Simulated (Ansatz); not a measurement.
Gas-phase electronic energies from Ansatz, PBE0-D4/def2-TZVP geometries. CBS: MP2 limit from def2 TZ/QZ plus the TZ coupled-cluster correction, frozen cores. This one scheme is used for every species, atoms too. DFT in def2-TZVPP. No spin–orbit coupling; open shells (•) take unrestricted orbitals. Spin–orbit coupling would lower the free atoms: a little for Cl. def2 core potentials past Kr. Bonds to Sn are less sure, by a few kJ/mol each and by 10 to 20 or more in all where they break to atoms, as the def2 sets lack core-valence functions.

Consider the hydrogen abstraction from the Sn–H bond: `[Cl][SnH]([Cl])[Cl]` + Cl• → `[Cl][Sn]([Cl])[Cl]`• + HCl.

`[Cl][SnH]([Cl])[Cl]`:

Z-matrix (Å, degrees):
```
Sn
Cl 1 2.300
Cl 1 2.300 2 107.4
Cl 1 2.300 2 107.4 3 115.3
H 1 1.692 2 111.5 3 -122.4
```

`[Cl][Sn]([Cl])[Cl]`•:

```xyz
4

Cl   -1.446    1.348    0.924
Sn   -0.002    0.286   -0.565
Cl   -0.679   -1.937   -0.743
Cl    2.127    0.302    0.384
```

HCl:

Cartesian coordinates in Å:
```
Cl -0.405 -0.490 0.070
H 0.405 0.490 -0.070
```

Task: Is it downhill or uphill in electronic energy at CCSD(T)/CBS, and by how much? (An estimate is asked.)

Result: Ansatz gave: Downhill: ΔE = -31.8 kcal/mol.

Task: What do these levels give: revPBE-D4, r2SCANh-D4, ωB97X-V, MP2/def2-SVP, SCS-MP2/def2-TZVPP, MP2/def2-QZVPP? (An estimate is asked.)

Result: The calculation gave: revPBE-D4 -39.6, r2SCANh-D4 -36.1, ωB97X-V -31.5, MP2/def2-SVP -28.3, SCS-MP2/def2-TZVPP -30.2, MP2/def2-QZVPP -33.8 kcal/mol.

Largest T1 diagnostic among the species: 0.015.

From BLYP to BHLYP (50 % exact exchange), in def2-TZVPP and without D4, ΔE moves by +9.7 kcal/mol. In def2-TZVPP, CCSD(T) changes the Hartree–Fock value by −10.5 kcal/mol (the triples alone add −1.5 kcal/mol) and MP2 by −13.0 kcal/mol. At CCSD(T), def2-SVP lies +4.9 kcal/mol from the extrapolated value and def2-TZVPP +1.4 kcal/mol.
